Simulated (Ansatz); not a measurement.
Seven cases of atomisation energy with Al to Br (electronic energies, kcal/mol); geometries: B3LYP-D3(BJ)/def2-TZVP. The cases were drawn at random from those of this class that have a high level and all functionals, leaving out states under which another spin lies or may lie. Left out are anions, K, Ca, elements past Kr, ionisation of Li, Na and Mg, pi-pi* triplets of linear molecules and other triplets made from a closed-shell parent. Runs that doubt their state, and full CI more than 15 mEh from coupled cluster, are set aside; a case stays where another high level and all functionals remain. AFQMC serves as high level only in triple zeta or larger, with a steady walk, a bar under 0.8 kcal/mol and agreement with other high levels or trials where they ran; where none ran, an unstable determinant or (outside 3d species) a high T1 diagnostic also bars it, so strongly correlated cases are thinned. No case was kept or dropped by the size of a functional's miss. High levels with a bar over 0.5 kcal/mol are left out too, and the seventh case lies inside the range of the six. Affinities count positive where energy is released, gaps as the second state minus the first. B3LYP is by Ansatz (an electronic-structure program) in def2-TZVPD. High levels (Ansatz): P = CCSD(T)/CBS(cc-pV(T+d)Z,cc-pV(Q+d)Z) + [CCSDT(Q) - CCSD(T)]/cc-pV(D+d)Z + core + X2C; Q = CCSD(T)/CBS(cc-pVTZ,cc-pVQZ) + [CCSDT(Q) - CCSD(T)]/cc-pVDZ; R = CCSD(T)/CBS(cc-pVTZ,cc-pVQZ) + [CCSDT(Q) - CCSD(T)]/cc-pVTZ; S = CCSD(T)/CBS(def2-TZVPP,def2-QZVPP) + [CCSDT(Q) - CCSD(T)]/def2-TZVPP. Radicals and triplets start from unrestricted determinants; spin-orbit coupling is neglected. Cores are frozen in correlated methods (noble-gas shells, and filled d and f shells in the p block). Rows without X2C or -DK are non-relativistic. CBS(X,Y): correlation extrapolated as X^-3, Hartree-Fock from the larger set. A bracket is a step between two methods taken in the basis named. The functionals are non-relativistic, so their misses hold any scalar relativity. 'core' is core correlation in cc-pwCVTZ (1s frozen past Ne), 'X2C' scalar relativity in cc-pVTZ-DK, both at CCSD(T). Where a partner has so few electrons that a lower coupled-cluster level is exact, that level stands in. The UHF reference of CH4GeN ([H]/[C]=[N]/[GeH3], doublet) is spin-contaminated (<S^2> up to 0.04 over the pure value in the sets run).

```csv
case,B3LYP,level,high level
GaSiH5 (SMILES [SiH3][GaH2]),406.3,S,412.1
BH2SeCl (SMILES B(Cl)[SeH]),362.9,S,365.8
"CH4GeN (SMILES [C](=[N]\[GeH3])/[H], doublet)",522.8,Q,522.2
CH5GaO (SMILES C[O][GaH2]),606.2,Q,614.8
H4BPO (SMILES OBP),565.6,P,567.5
AlN2H5 (SMILES [NH2][AlH][NH2]),625.1,P,627.9
GeAsH5 (SMILES [GeH3][AsH2]),409.3,R,withheld
```

### Question
Fit a straight line from B3LYP to the high level over the first six rows by least squares, predict the seventh, and compare with the calculation.

### Answer
Means: B3LYP 514.82, high level 518.38. Sxx = 58010.5, Sxy = 58127, slope 1.0020, intercept +2.54 kcal/mol; residual standard deviation 3.6 kcal/mol. Seventh row: 1.0020·(409.3) +2.54 = 412.7 kcal/mol. The calculation gave 409.6 kcal/mol: the line differs from it by +3.1, B3LYP itself by -0.3.
